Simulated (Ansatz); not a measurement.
Computed with Ansatz on PBE0-D4/def2-TZVP structures; ΔE is electronic, products minus reactants. CBS: MP2 limit from def2 TZ/QZ plus the TZ coupled-cluster correction, frozen cores. Functionals use def2-TZVPP. B3LYP here is the variant with VWN-RPA as its local correlation; programs differ in this. Each species was taken in one conformer, which may not be the lowest.

Reaction (redistribution): `CO[SiH](S)Cl` + `O[SiH2][SiH](O)Cl` → `O[SiH2][SiH](S)Cl` + `CO[SiH](O)Cl`

**Question.** Is it downhill or uphill in electronic energy at CCSD(T)/CBS, and by how much? (Best estimate.)

**Answer.** Computed: Downhill: ΔE = -23.8 kJ/mol.

**Question.** What do these levels give: PBE0-D4, B3LYP-D4, ωB97M-V, r2SCAN, PBE0, B3LYP, MP2/def2-TZVPP, SCS-MP2/def2-TZVPP, CCSD/def2-TZVPP, HF/def2-QZVPP, MP2/def2-QZVPP, SCS-MP2/def2-QZVPP? (An estimate is asked.)

**Answer.** The calculation gave: PBE0-D4 -24.3, B3LYP-D4 -23.7, ωB97M-V -23.0, r2SCAN -24.6, PBE0 -23.3, B3LYP -21.9, MP2/def2-TZVPP -23.5, SCS-MP2/def2-TZVPP -22.5, CCSD/def2-TZVPP -22.9, HF/def2-QZVPP -23.3, MP2/def2-QZVPP -24.0, SCS-MP2/def2-QZVPP -22.9 kJ/mol.

Largest T1 diagnostic among the species: 0.012.
